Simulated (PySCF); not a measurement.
PySCF 2.14 output of an unrestricted LDA calculation on a single atom or ion in aug-cc-pVTZ-PP with one added diffuse shell each of s, p, d, f, g type with ECP10MDF (7s7p6d4f3g, 113 functions), with scalar relativity through the core potential:

```
SCF conv_tol = 1e-09
number electrons alpha = 10  beta = 9
    P. A. M. Dirac.,  Math. Proc. Cambridge Philos. Soc. 26, 376 (1930)
    F. Bloch.,  Z. Phys. 57, 545 (1929)
    S. H. Vosko, L. Wilk, and M. Nusair.,  Can. J. Phys. 58, 1200 (1980)
cycle= 1 E= -226.118714611476  delta_E= -0.0102  |g|= 0.394  |ddm|= 0.913
cycle= 2 E= -226.051396033971  delta_E= 0.0673  |g|= 0.861  |ddm|= 0.669
cycle= 3 E= -226.140094041148  delta_E= -0.0887  |g|= 0.0448  |ddm|= 0.34
cycle= 4 E= -226.140411494181  delta_E= -0.000317  |g|= 0.00238  |ddm|= 0.0535
cycle= 5 E= -226.14041231547  delta_E= -8.21e-07  |g|= 4.52e-05  |ddm|= 0.00296
cycle= 6 E= -226.140412315862  delta_E= -3.92e-10  |g|= 1.52e-05  |ddm|= 4.03e-05
converged SCF energy = -226.140412315862  <S^2> = 0.75142915  2S+1 = 2.0014286
```

The run itself started from symmetry-adapted Hartree-Fock orbitals and held the occupation by maximum overlap, on a logarithmic radial grid, so the iterations belong to that start.

Q: Which element, charge and spin multiplicity is this?

A: Zn⁺ (zinc, charge +1), multiplicity 2; the state was [Ar] 3d10 4p1, 2P determinant (an excited configuration).

Energies and moments cover only the electrons outside the core potential.
